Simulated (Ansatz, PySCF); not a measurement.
C₃H₂N₃, SMILES c1n[c]ncn1, multiplicity 2. Atoms are numbered in the order given.

```xyz
8

C      0.0000     0.0000    -1.3229
N     -1.1756    -0.0758    -0.7570
C     -1.1263    -0.0727     0.5857
N      0.0000     0.0000     1.2927
C      1.1263     0.0727     0.5857
N      1.1756     0.0758    -0.7570
H     -2.0752    -0.1339     1.1317
H      2.0752     0.1339     1.1317
```
Charge 0, spin multiplicity 2.

Geometry optimised at B3LYP-D3(BJ)/def2-SVP. The isomer is the one that the SMILES or the coordinates give; other isomers of the formula were not compared.

Two levels are set side by side: PBE-D3(BJ)/def2-SVP (Ansatz, a quantum-chemistry and plane-wave program) and B3LYP-D3(BJ)/def2-SVP (Ansatz). Each level has its own optimised geometry; the coordinates shown are those of the second. Frequencies come from the Hessian of PySCF at each geometry. Differences are taken from unrounded values.

| quantity | B3LYP-D3(BJ) | PBE-D3(BJ) | PBE-D3(BJ) minus B3LYP-D3(BJ) |
|---|---|---|---|
| mean bond length (Å) | 1.270 | 1.278 | 0.008 |
| bond C1–N2 (Å) | 1.307 | 1.315 | 0.008 |
| bond C1–N6 (Å) | 1.307 | 1.315 | 0.008 |
| bond N2–C3 (Å) | 1.344 | 1.352 | 0.009 |
| bond C3–N4 (Å) | 1.332 | 1.339 | 0.007 |
| bond N4–C5 (Å) | 1.332 | 1.339 | 0.007 |
| bond C5–N6 (Å) | 1.344 | 1.352 | 0.009 |
| bond C3–H7 (Å) | 1.096 | 1.105 | 0.009 |
| bond C5–H8 (Å) | 1.096 | 1.105 | 0.009 |
| highest harmonic wavenumber (cm⁻¹) | 3175 | 3097 | -78 |
| mean harmonic wavenumber (cm⁻¹) | 1279 | 1236 | -43 |
| zero-point energy (kcal/mol) | 32.90 | 31.80 | -1.10 |

Exact exchange shortens and stiffens bonds; PBE has none. Differences between two approximate levels are no errors against the true value.
